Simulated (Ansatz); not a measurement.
The cluster Mg₂I₃: single points at one geometry.

```yaml
crystal:
  periodic: [false, false, false]
  atoms:
    - {symbol: Mg, position_ang: [-0.561603, -1.349852, -0.420551]}
    - {symbol: Mg, position_ang: [0.150560, 1.439855, 0.467491]}
    - {symbol: I, position_ang: [-1.790459, -3.512594, -1.102367]}
    - {symbol: I, position_ang: [0.100737, 3.894579, 1.257871]}
    - {symbol: I, position_ang: [2.100766, -0.471998, -0.202434]}
basis:
  gaussian: {orbitals: def2-TZVP, initial_orbitals: start.molden}
magnetization: {spin_polarized: true, initial_magnetization: 1}
hamiltonian: {xc: hf}
scf: {omitted_lower_state_checks: [starts]}
output: {orbitals: {seedname: orbitals}}
```

The file start.molden holds the orbitals of an earlier run on this structure, at another level or in another basis.

```sh
$ ansatz run in.yaml --threads 4 --pin off --events-out ev --progress --plain --max-ram 4787MiB
```

Output, abridged:

```
Functional definition: HF
2000 factors; integrals over basis functions are off by at most 3.6e-4 eV
mean field evaluation 1: about -35086.8850 eV, gradient 1.7e1 eV
mean field evaluation 2: about -35087.5537 eV, gradient 7.7e-1 eV
mean field evaluation 4: about -35087.6464 eV, gradient 1.6e-2 eV
mean field -35087.64641006 eV, -1289.4472223087 hartree, gradient 8.2e-5 eV, S^2 0.753911; 0 other end points of the search recorded, 0 dependent functions left out
reference -35087.64641006 eV, -1289.4472223087 hartree; 50, 49 occupied and 164, 165 virtual orbitals, 2000 factors
Total energy: -35087.64641006 eV, -1289.4472223087 hartree
Checks for a lower state left out: starts
```

Hardware: 4 threads of Arm Neoverse V2 on a shared host. Wall time 4.3 s, peak host memory 0.82 GiB.

As the first input, with `hamiltonian: {xc: pbe0, dispersion: d4}` (abridged; 9 s):

```
Functional definition: PBE0
mean field -35193.28372862 eV, -1293.3293221622 hartree, gradient 5.2e-5 eV, S^2 0.752160
Total energy: -35193.43599861 eV, -1293.3349179814 hartree
Checks for a lower state left out: starts
```

The first input with `gaussian: {orbitals: def2-SVP, initial_orbitals: start.molden}`, `hamiltonian: {xc: pbe, dispersion: d4}` (abridged; 2.2 s):

```
Functional definition: PBE
mean field -35185.35958222 eV, -1293.0381151532 hartree, gradient 8.7e-5 eV, S^2 0.751685
Total energy: -35185.52838872 eV, -1293.0443186776 hartree
Checks for a lower state left out: starts
```

The first input with `correlation: {method: mp2}` and without the key `hamiltonian` (abridged; 8.5 s):

```
Functional definition: HF
mean field -35087.64641006 eV, -1289.4472223087 hartree, gradient 1.4e-6 eV, S^2 0.753911
14 core orbitals not correlated: weight in the atoms' cores, before any rotation towards them, 1.000 or more for the frozen orbitals, at most 0.000 for the correlated occupied ones
second order -50.45851223 eV of doubles, -0.00000000 eV of singles
Total energy: -35138.10492229 eV, -1291.3015384312 hartree
Checks for a lower state left out: starts
```

As the first input, with `gaussian: {orbitals: def2-SVP, initial_orbitals: start.molden}`, `correlation: {method: ccsd_t}`, `scf: {omitted_lower_state_checks: [starts, cluster_reference]}` and without the key `hamiltonian` (abridged; 1.7 min):

```
Functional definition: HF
mean field -35082.99935790 eV, -1289.2764462916 hartree, gradient 2.8e-6 eV, S^2 0.753431
14 core orbitals not correlated: weight in the atoms' cores, before any rotation towards them, 1.000 or more for the frozen orbitals, at most 0.000 for the correlated occupied ones
second order -11.27260557 eV of doubles, -0.00000000 eV of singles
cycle   1  -11.69571428 eV  change   -4.2e-1 eV  update   7.9e-2
cycle   2  -11.90645827 eV  change   -2.1e-1 eV  update   2.6e-2
cycle   3  -11.95001983 eV  change   -4.4e-2 eV  update   1.4e-2
cycle   4  -11.94414978 eV  change    5.9e-3 eV  update   4.5e-3
cycle   5  -11.94343509 eV  change    7.1e-4 eV  update   1.8e-3
cycle   6  -11.94385502 eV  change   -4.2e-4 eV  update   7.0e-4
cycle   7  -11.94398766 eV  change   -1.3e-4 eV  update   2.9e-4
cycle   8  -11.94404416 eV  change   -5.6e-5 eV  update   9.6e-5
cycle   9  -11.94404431 eV  change   -1.5e-7 eV  update   3.8e-5
perturbative correction -0.29585691 eV, -0.0108725408 hartree
Total energy: -35095.23925911 eV, -1289.7262543646 hartree
Checks for a lower state left out: starts, cluster_reference
```

The first input with `gaussian: {orbitals: STO-3G}` (abridged; 2.2 s):

```
Functional definition: HF
mean field -569983.99108971 eV, -20946.5253235214 hartree, gradient 2.5e-5 eV, S^2 0.753096
Total energy: -569983.99108971 eV, -20946.5253235214 hartree
Checks for a lower state left out: starts
```

The first input with `hamiltonian: {xc: {name: PBE-QIDH}}` and without the key `output` (abridged; 14 s):

```
Functional definition: PBE-QIDH
mean field -35160.71823564 eV, -1292.1325623689 hartree, gradient 1.8e-6 eV, S^2 0.753245
14 core orbitals not correlated: weight in the atoms' cores, before any rotation towards them, 1.000 or more for the frozen orbitals, at most 0.000 for the correlated occupied ones
second order -54.90462799 eV of doubles, -0.00000000 eV of singles
Total energy: -35179.01979154 eV, -1292.8051321432 hartree
Checks for a lower state left out: starts
```

Geometry: PBE-D4/def2-SVP.

In the def2 sets I takes a core potential, while STO-3G treats all electrons; there is no spin–orbit coupling. Correlated methods freeze 14 core orbitals; core or outer-core shells of Mg, I are correlated, in sets that lack core-valence functions. Another isomer (doublet) lies 0.59 eV lower at PBE0-D4/def2-TZVP; other spin states weren't run for this one.
